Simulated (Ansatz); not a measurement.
Consider the atomization: `CB(Br)C=S` → B• + Br• + 2 C• + 4 H• + S•.

Gas-phase electronic energies from Ansatz, PBE0-D4/def2-TZVP geometries. CCSD(T)/CBS is the MP2 limit (def2-TZVPP, def2-QZVPP) plus CCSD(T) − MP2 in def2-TZVPP, frozen cores. This one scheme is used for every species, atoms too. For atomizations the MP2-based limit and the directly extrapolated one differ by several kJ/mol either way, and by 10 to 25 for some Ge, Se and Sn compounds, so smaller differences from it don't rank the levels. Functionals use def2-TZVPP. B3LYP here is the variant with VWN-RPA as its local correlation; programs differ in this. HSE06 is defined as in plane-wave codes. No spin–orbit coupling; open shells (•) take unrestricted orbitals. Spin–orbit coupling would lower the free atoms: a little for B, C, S; clearly for Br. Bonds to Br are less sure, by a few kJ/mol each and by 10 to 20 or more in all where they break to atoms, as the def2 sets lack core-valence functions. Scalar relativity is left out up to krypton. Each species was taken in one conformer, which may not be the lowest.

```tsv
level	ΔE (eV)	difference from CCSD(T)/CBS
PBE-D4	36.15	1.15
revPBE-D4	35.26	0.26
BLYP-D4	35.04	0.04
r2SCAN-D4	35.43	0.43
B97M-V	35.37	0.37
PBE0-D4	35.48	0.48
B3LYP-D4	35.04	0.04
r2SCANh-D4	35.19	0.19
r2SCAN0-D4	34.85	-0.15
HSE06-D4	35.51	0.51
BHLYP-D4	34.02	-0.98
CAM-B3LYP-D4	35.01	0.01
ωB97X-V	35.04	0.04
B2PLYP	34.70	-0.30
PBE-QIDH	35.12	0.12
PBE	35.91	0.91
revPBE	34.57	-0.43
BLYP	34.51	-0.49
PBE0	35.27	0.27
B3LYP	34.65	-0.35
r2SCANh	35.13	0.13
r2SCAN0	34.78	-0.22
HSE06	35.32	0.32
BHLYP	33.70	-1.30
CAM-B3LYP	34.79	-0.21
LC-ωPBE	34.75	-0.25
HF/def2-SVP	26.20	-8.80
MP2/def2-SVP	34.00	-1.00
CCSD/def2-SVP	32.85	-2.15
CCSD(T)/def2-SVP	33.36	-1.64
HF/def2-TZVPP	25.81	-9.19
SCS-MP2/def2-TZVPP	34.50	-0.50
CCSD/def2-TZVPP	33.42	-1.58
CCSD(T)/def2-TZVPP	34.10	-0.90
HF/def2-QZVPP	25.82	-9.18
MP2/def2-QZVPP	35.47	0.47
SCS-MP2/def2-QZVPP	35.07	0.07
HF/CBS(def2)	25.82	-9.18
MP2/CBS(def2)	35.86	0.86
CCSD/CBS(def2)	34.32	-0.68
CCSD(T)/CBS	35.00	0
```

Largest T1 diagnostic among the species: 0.014.

The D4 term adds +0.39 eV with B3LYP and +0.21 eV with PBE0; it sums over pairs of atoms, weighted by their polarisabilities, and B3LYP, whose exchange is more repulsive, gets the larger term. Leaving LDA and LC-ωPBE aside and taking each functional with its dispersion term where it has one, the values spread over 2.14 eV, from BHLYP-D4 to PBE-D4. LDA lies +4.50 eV from PBE without D4, its usual overbinding. From BLYP to BHLYP (50 % exact exchange), in def2-TZVPP and without D4, ΔE moves by −0.80 eV: exact exchange takes away binding that semilocal exchange gives to molecules.
